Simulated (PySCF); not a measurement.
**Atomic charges against the basis set**

Species: C2H6N2OSi.
Geometry (PBE0-D3(BJ)/def2-SVP, Å), atoms numbered from 1 in this order:
```
atom  x, y, z in Å
C1     1.479   -1.497    1.665
C2     0.845   -0.817    0.878
Si3   -0.086    0.218   -0.343
N4    -0.286    1.876    0.001
N5    -1.641   -0.495   -0.386
O6     0.847    0.222   -1.724
H7     2.036   -2.091    2.369
H8     0.460    2.534   -0.189
H9    -0.910    2.188    0.733
H10   -1.760   -1.481   -0.187
H11   -2.357   -0.139   -1.009
H12    1.414   -0.548   -1.820
```

PBE0 throughout (PySCF), one geometry, spherical d and f functions. Isolated species at its PBE0-D3(BJ)/def2-SVP geometry (one conformer only). Atoms taken as equivalent share a column and are averaged. The first 7 of 8 kinds of atom are listed.

Mulliken charges (e):

```
        basis  functions      C1      C2     Si3   N4/N5      O6      H7  H8/H9/H10/H11
       STO-3G         40  -0.157  -0.273  +1.093  -0.607  -0.447  +0.108         +0.175
        6-31G         70  -0.369  -0.234  +1.298  -0.988  -0.772  +0.261         +0.347
     pcSseg-0         70  -0.402  -0.495  +1.920  -1.079  -0.831  +0.281         +0.326
       6-31G*        100  -0.229  -0.196  +0.870  -0.907  -0.728  +0.230         +0.357
      cc-pVDZ        118  -0.176  -0.065  +0.549  -0.289  -0.353  +0.015         +0.111
     def2-SVP        118  -0.262  -0.077  +0.730  -0.389  -0.408  +0.044         +0.140
  aug-cc-pVDZ        196  +1.004  -0.609  +1.611  -0.278  -0.832  -0.479         -0.069
6-311+G(2d,p)        206  -0.616  -0.153  +1.773  -0.862  -0.684  +0.161         +0.242
    def2-TZVP        228  -0.230  -0.168  +0.678  -0.619  -0.520  +0.177         +0.245
      cc-pVTZ        268  -0.134  -0.228  +0.467  -0.340  -0.365  +0.155         +0.146
     IGLO-III        279  -0.242  -0.287  +1.315  -0.696  -0.652  +0.155         +0.206
     pcSseg-2        307  +0.030  -0.327  +0.985  -0.560  -0.520  +0.063         +0.170
```

IAO charges (e):

| basis | functions | C1 | C2 | Si3 | N4/N5 | O6 | H7 | H8/H9/H10/H11 |
| --- | --- | --- | --- | --- | --- | --- | --- | --- |
| STO-3G | 40 | -0.163 | -0.332 | +1.268 | -0.698 | -0.578 | +0.152 | +0.203 |
| 6-31G | 70 | -0.183 | -0.359 | +1.297 | -0.829 | -0.765 | +0.202 | +0.277 |
| pcSseg-0 | 70 | -0.176 | -0.367 | +1.338 | -0.812 | -0.751 | +0.192 | +0.261 |
| 6-31G* | 100 | -0.189 | -0.377 | +1.412 | -0.846 | -0.787 | +0.194 | +0.270 |
| cc-pVDZ | 118 | -0.202 | -0.368 | +1.399 | -0.838 | -0.784 | +0.197 | +0.268 |
| def2-SVP | 118 | -0.194 | -0.368 | +1.405 | -0.832 | -0.781 | +0.191 | +0.264 |
| aug-cc-pVDZ | 196 | -0.204 | -0.368 | +1.415 | -0.869 | -0.806 | +0.203 | +0.281 |
| 6-311+G(2d,p) | 206 | -0.204 | -0.378 | +1.446 | -0.879 | -0.813 | +0.204 | +0.282 |
| def2-TZVP | 228 | -0.204 | -0.380 | +1.460 | -0.879 | -0.813 | +0.203 | +0.280 |
| cc-pVTZ | 268 | -0.205 | -0.377 | +1.448 | -0.873 | -0.810 | +0.203 | +0.279 |
| IGLO-III | 279 | -0.205 | -0.379 | +1.456 | -0.882 | -0.816 | +0.204 | +0.282 |
| pcSseg-2 | 307 | -0.203 | -0.381 | +1.459 | -0.881 | -0.816 | +0.203 | +0.281 |

Some averages cover members that differ in this geometry, most widely: N4/N5, Mulliken in IGLO-III -0.712 to -0.680; N4/N5, Mulliken in 6-311+G(2d,p) -0.878 to -0.846; N4/N5, Mulliken in aug-cc-pVDZ -0.292 to -0.264; H8/H9/H10/H11, Mulliken in aug-cc-pVDZ -0.085 to -0.059 e.

**Question.** Which scheme is steadiest as the basis changes?

**Answer.** Largest range over the bases for any column: IAO 0.24 e, Mulliken 1.62 e. IAO charges move least and Mulliken charges most, counted in e. Without the minimal STO-3G basis the ranges are IAO 0.16, Mulliken 1.62 e.

**Question.** How much do the charges still move between the two largest bases, IGLO-III and pcSseg-2?

**Answer.** At most, over all atoms: Mulliken 0.330 e, IAO 0.003 e.

**Question.** What do the same runs give for the total energy, the frontier levels and the dipole moment?

**Answer.** 
| basis | energy (Eh) | HOMO (eV) | LUMO (eV) | μ (D) |
| --- | --- | --- | --- | --- |
| STO-3G | -546.8063 | -3.75 | 4.98 | 0.64 |
| 6-31G | -553.5145 | -7.12 | 0.56 | 2.00 |
| pcSseg-0 | -552.7235 | -7.07 | 0.49 | 1.74 |
| 6-31G* | -553.6339 | -7.09 | 0.74 | 1.24 |
| cc-pVDZ | -553.6715 | -7.14 | 0.61 | 1.02 |
| def2-SVP | -553.3814 | -7.19 | 0.53 | 1.08 |
| aug-cc-pVDZ | -553.7091 | -7.52 | -0.23 | 1.11 |
| 6-311+G(2d,p) | -553.7807 | -7.53 | -0.06 | 1.18 |
| def2-TZVP | -553.8083 | -7.48 | 0.21 | 1.12 |
| cc-pVTZ | -553.7978 | -7.41 | 0.31 | 1.05 |
| IGLO-III | -553.8147 | -7.50 | 0.12 | 1.08 |
| pcSseg-2 | -553.8187 | -7.54 | 0.11 | 1.18 |

The dipole is fixed by the density alone, so its range of 1.36 D shows that the density itself changes with the basis, not only its division among atoms.
